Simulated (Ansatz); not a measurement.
The same path of CH11AlOSi3 (17 atoms, charge 0, multiplicity 1) was run twice with different band settings. The coordinate that changes most is the dihedral Si3–C5–Si6–H15.

Theory: RKS PBE0-D4/STO-3G (Ansatz 0.2.0).

Relaxed end points:

```xyz
17
Properties=species:S:1:pos:R:3
Al -2.359 -0.768 1.431
O -1.378 0.152 0.435
Si -0.096 -0.438 -0.491
Si 0.894 -2.340 0.235
C 1.159 0.954 -0.598
Si 0.371 2.647 -0.682
H -3.495 -0.043 2.074
H -2.042 -2.219 1.627
H -0.592 -0.666 -1.838
H 2.171 -2.509 -0.419
H 1.140 -2.305 1.658
H 0.104 -3.515 -0.047
H 1.781 0.801 -1.486
H 1.837 0.924 0.260
H -0.631 2.690 -1.720
H -0.250 2.983 0.577
H 1.366 3.652 -0.974
```

```xyz
17
Properties=species:S:1:pos:R:3
Al -2.607 -0.901 0.729
O -1.465 0.109 0.040
Si 0.033 -0.371 -0.571
Si 0.839 -2.368 0.129
C 1.244 1.002 -0.155
Si 0.479 2.707 -0.235
H -3.893 -0.254 1.124
H -2.278 -2.351 0.915
H -0.081 -0.409 -2.020
H 2.229 -2.489 -0.246
H 0.767 -2.505 1.565
H 0.134 -3.483 -0.458
H 2.086 0.951 -0.852
H 1.664 0.851 0.844
H -0.471 2.888 0.835
H 1.498 3.722 -0.108
H -0.197 2.901 -1.495
```

Common settings: movable images 7; climbing image yes; optimiser quadratic models (default); start path IDPP; force threshold 0.05 eV/Å; end points relaxed.

| run | spring | iteration limit |
| --- | --- | --- |
| 1 | 5.0 eV/Å² | 24 |
| 2 | 2.0 to 10.0 eV/Å², energy-weighted | 18 |

Problem. What does each run give, and how far can it be trusted?

Solution. Run 1: converged after 13 iterations, highest image 0.062 eV above the first end. A vibrational analysis at the climbing image gives one clearly imaginary mode, 125i cm⁻¹: a first-order saddle point.
Run 2: converged after 10 iterations, highest image 0.064 eV above the first end. Another band between the same ends (7 images) ends at a top of the same energy, where a vibrational analysis finds 1 clearly imaginary mode.
Limits of this set-up: minimal basis.
